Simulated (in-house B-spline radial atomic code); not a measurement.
Values are calculated unless marked as measured or tabulated.
# Xe ion on Cu atom: potential, deflection and energy transfer

The pair potential comes from two frozen, spherical free-atom densities (PBE, B-spline radial code, scalar-relativistic past argon): electrostatics plus the change in Thomas-Fermi kinetic and Dirac exchange energy where they overlap, the recipe behind the universal ZBL potential, which averages such potentials (from solid-state densities) over many pairs. It is written V = (Z1 Z2 e²/r) φ(r/a), with e² = 14.3996 eV·Å and a = 0.46850 Å/(Z1^0.23 + Z2^0.23); ZBL's fit is φ = 0.18175 e^(−3.1998x) + 0.50986 e^(−0.94229x) + 0.28022 e^(−0.4029x) + 0.02817 e^(−0.20162x). Where φ falls below 4e-4 it is continued as an exponential.

Masses 131.29 and 63.55 u.

| x = r/a | φ, this pair | φ, ZBL |
| --- | --- | --- |
| 0.1 | 0.8874 | 0.8928 |
| 0.5 | 0.6129 | 0.6096 |
| 1.5 | 0.303 | 0.2995 |
| 3 | 0.1335 | 0.1292 |
| 5 | 0.05361 | 0.05224 |
| 8 | 0.0173 | 0.01705 |
| 12 | 0.004888 | 0.00474 |
| 17 | 0.0013 | 0.001212 |

(1) At x = 4 the electrostatic, kinetic and exchange parts are 323.89, 4636.14 and -265.23 eV. Find r, V and φ.

(2) The ion comes in at 68.95 keV with impact parameter 0.0501 Å. The scattering integral gives a centre-of-mass angle of 140.1° and a closest approach of 2.17 a. What are the reduced energy, the energy passed on and the laboratory angles?

Answers

(1) a = 0.46850/(2.5029 + 2.1695) = 0.10027 Å, so r = 0.40108 Å. V = 323.89 + 4636.14 + (-265.23) = 4694.80 eV. The bare repulsion is 54 × 29 × 14.3996/0.40108 = 56223 eV, so φ = 0.0835, +4.0 % against ZBL's 0.0803. The kinetic (Pauli) term is 99 % of V here.

(2) ε = E a M2/(Z1 Z2 e² (M1 + M2)) = 68950 × 1.4503e-06 = 0.1. The most that one collision can pass on is γE with γ = 4 M1 M2/(M1 + M2)² = 0.8791. Here T = γE sin²(θ/2) = 0.8791 × 68950 × 0.8836 = 53560 eV. The ion turns by arctan(sin θ/(cos θ + M1/M2)) = 26.3°, and the struck atom leaves at (180° − θ)/2 = 20.0°. The closest approach is 0.218 Å. With ZBL the angle would be 139.86° and T = 53480 eV.
